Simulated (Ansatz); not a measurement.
Start from `C[NH][Al]([OH])[F]` and change one atom or group to get `C[NH][Al]([F])[Br]`.

Ansatz, PBE0-D4/def2-TZVP geometries, multiplicity 1. Each molecule was computed in one conformer, which needn't be the lowest.

Scalar relativity is left out up to krypton.

```json
{"property": "LUMO energy (PBE0/def2-TZVPP) / eV", "`C[NH][Al]([OH])[F]`": "-0.32"}
{"property": "HOMO–LUMO gap (B3LYP/def2-TZVPP) / eV", "`C[NH][Al]([OH])[F]`": "6.02"}
{"property": "HOMO–LUMO gap (PBE/def2-TZVPP) / eV", "`C[NH][Al]([OH])[F]`": "4.35"}
{"property": "size of the dipole moment (ωB97M-V/def2-TZVPP) / D", "`C[NH][Al]([OH])[F]`": "0.75"}
{"property": "HOMO–LUMO gap (PBE0/def2-TZVPP) / eV", "`C[NH][Al]([OH])[F]`": "6.57"}
{"property": "size of the dipole moment (B3LYP/def2-TZVPP) / D", "`C[NH][Al]([OH])[F]`": "0.81"}
```

(1) Give the same properties after the change, and the shifts. (An estimate is asked.)

## Answers

(1) The calculation gave: 
```csv
property,`C[NH][Al]([F])[Br]`,shift
LUMO energy (PBE0/def2-TZVPP) / eV,-0.67,-0.35
HOMO–LUMO gap (B3LYP/def2-TZVPP) / eV,6.09,0.07
HOMO–LUMO gap (PBE/def2-TZVPP) / eV,4.41,0.06
size of the dipole moment (ωB97M-V/def2-TZVPP) / D,2.41,1.66
HOMO–LUMO gap (PBE0/def2-TZVPP) / eV,6.61,0.04
size of the dipole moment (B3LYP/def2-TZVPP) / D,2.44,1.63
```

Dipoles are sizes alone; their direction can turn.

B3LYP here is the variant with VWN-RPA as its local correlation; programs differ in this.

Spin–orbit coupling is left out; it splits and shifts lone-pair levels of the heavy atoms by tenths of an eV.
